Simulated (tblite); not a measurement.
Compound: C₆H₁₃N₃Si.
SMILES with atom numbers: `[CH3:1][C:2]([CH3:3])([CH3:4])[n:5]1[n:6][n:7][cH:8][c:9]1[SiH3:10]` (hydrogens: H11, H12, H13 on C1; H14, H15, H16 on C3; H17, H18, H19 on C4; H20 on C8; H21, H22, H23 on Si10)

Method: GFN2-xTB as coded in tblite; computed harmonic values from a numerical Hessian at the method's own geometry, unscaled. This tight-binding method is rough: wavenumbers can miss measured ones by several per cent, in bad cases by 10 to 20. Modes of hydrogen on silicon can be 10 to 20 % off.

Harmonic wavenumbers (cm⁻¹): 50.1, 126.4, 144.7, 148.1, 174.8, 189.6, 225.9, 245.7, 253.9, 315.9, 337.8, 359.5, 428.9, 444.6, 522.7, 547.4, 561.4, 631.0, 663.9, 690.1, 788.5, 796.9, 810.1, 833.1, 865.0, 952.5, 958.6, 961.6, 965.6, 1032.7, 1035.3, 1085.0, 1110.2, 1182.2, 1228.2, 1241.6, 1263.4, 1298.4, 1344.3, 1394.5, 1400.0, 1402.4, 1424.4, 1466.4, 1470.3, 1481.9, 1483.7, 1489.0, 1493.4, 1502.8, 2226.6, 2248.7, 2295.7, 3036.9, 3040.3, 3042.8, 3044.9, 3051.5, 3052.5, 3054.8, 3056.9, 3069.8, 3178.2.

A = 1472, B = 1114, C = 743.5 MHz; mass 155.088 u (most abundant isotopes); point group C1, symmetry number 1.

Question: What is the zero-point energy?

Answer: ½Σν̃ = 40112 cm⁻¹ = 479.85 kJ/mol.

Question: What is S at 298.15 K and 1 bar for an ideal gas of classical rigid rotors and harmonic oscillators?

Answer: Translation 171.76, rotation 125.34, vibration 139.72: S = 436.8 J/(mol K).

Question: And Cp and H(298.15 K) − H(0)?

Answer: Cp = 194.71 J/(mol K), of which vibrations give 161.45 (their classical limit is 63 R = 523.8); H(298.15 K) − H(0) = 33.39 kJ/mol without the zero-point energy, 23.48 from vibrations.

Question: What must be added to the electronic energy to get the Gibbs energy at 298.15 K and 1 bar?

Answer: ZPE + [H(298.15 K) − H(0)] − T·S = 479.85 + 33.39 − 130.24 = 383.00 kJ/mol.

Question: How do the functions run with temperature in this model?

Answer: 
```json
{"T (K)": "100", "S (J/(mol K))": "293.2", "Cp (J/(mol K))": "85.6", "H − H(0) (kJ/mol)": "5.42", "G − H(0) (kJ/mol)": "-23.90", "ln q(vib)": "1.38"}
{"T (K)": "200", "S (J/(mol K))": "370.3", "Cp (J/(mol K))": "142.0", "H − H(0) (kJ/mol)": "16.87", "G − H(0) (kJ/mol)": "-57.19", "ln q(vib)": "4.26"}
{"T (K)": "300", "S (J/(mol K))": "438.0", "Cp (J/(mol K))": "195.7", "H − H(0) (kJ/mol)": "33.75", "G − H(0) (kJ/mol)": "-97.65", "ln q(vib)": "7.39"}
{"T (K)": "500", "S (J/(mol K))": "561.2", "Cp (J/(mol K))": "290.2", "H − H(0) (kJ/mol)": "82.80", "G − H(0) (kJ/mol)": "-197.82", "ln q(vib)": "13.78"}
{"T (K)": "800", "S (J/(mol K))": "719.5", "Cp (J/(mol K))": "382.2", "H − H(0) (kJ/mol)": "184.92", "G − H(0) (kJ/mol)": "-390.71", "ln q(vib)": "23.06"}
{"T (K)": "1000", "S (J/(mol K))": "809.3", "Cp (J/(mol K))": "421.7", "H − H(0) (kJ/mol)": "265.53", "G − H(0) (kJ/mol)": "-543.78", "ln q(vib)": "28.83"}
```

q(vib) and H(0) count from the zero-point level.

Hindered rotation and anharmonicity are outside this model. The structure is chiral; the term R ln 2 for an equal mix with its mirror image is left out.

Shape of the structure used: `[CH3:1][C:2]([CH3:3])([CH3:4])[n:5]1[n:6][n:7][cH:8][c:9]1[SiH3:10]`: C1–C2–N5–N6 -13°.
